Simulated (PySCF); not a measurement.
**A small calculation by hand: oscillator strength and radiative lifetime**

FH₅O₃Si₂, SMILES O[Si](O)(F)O[SiH3].

Geometry optimised at ωB97X-D3(BJ)/def2-SVP. Other conformers were not sampled.

TDDFT-CAM-B3LYP/def2-SVPD (PySCF) puts the first singlet state with f over 0.02 at 8.49 eV (vertical), with the transition dipole (-0.188, 0.009, 0.335) in atomic units.

Question: Find the oscillator strength, the wavelength and the radiative lifetime that this transition would have in vacuum if emission retraced absorption.

Answer: 
|μ|² = 0.1477 au, so |μ| = 0.98 D. ΔE = 8.49/27.211 = 0.3120 hartree. f = (2/3) ΔE |μ|² = 0.031 (the program prints 0.031).
λ = 1239.84/8.49 = 146 nm; ν = 68476 cm⁻¹.
Einstein's coefficient A = 0.6670 ν² f s⁻¹ (ν in cm⁻¹) = 9.6e7 s⁻¹, so τ = 1/A = 10 ns. This state is S4; the lower singlets have f = 0.002, 0.004, 0.015. The figure is the radiative limit of this one transition; relaxation, internal conversion, crossing to triplets and a medium change what is measured.
